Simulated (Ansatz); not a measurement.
Ansatz results at the PBE0-D4/def2-TZVP geometry: HOMO energy (PBE0/def2-TZVPP) -7.88 eV; size of the dipole moment (PBE/def2-TZVPP) 1.05 D; HOMO energy (ωB97M-V/def2-TZVPP) -10.20 eV.

Each molecule was computed in one conformer, which needn't be the lowest.

(1) Which molecule gave them?
A. `PO[AsH2]`
B. `CB(N)C=[Se]`
C. `[SiH3]N[SiH2]O[SiH3]`
D. `F[SiH]1C[S][Al]1[Cl]`

## Answers

(1) C. The others give `PO[AsH2]`: -7.05, 0.72, -9.26; `CB(N)C=[Se]`: -5.97, 3.39, -8.17; `F[SiH]1C[S][Al]1[Cl]`: -7.44, 0.96, -9.46.
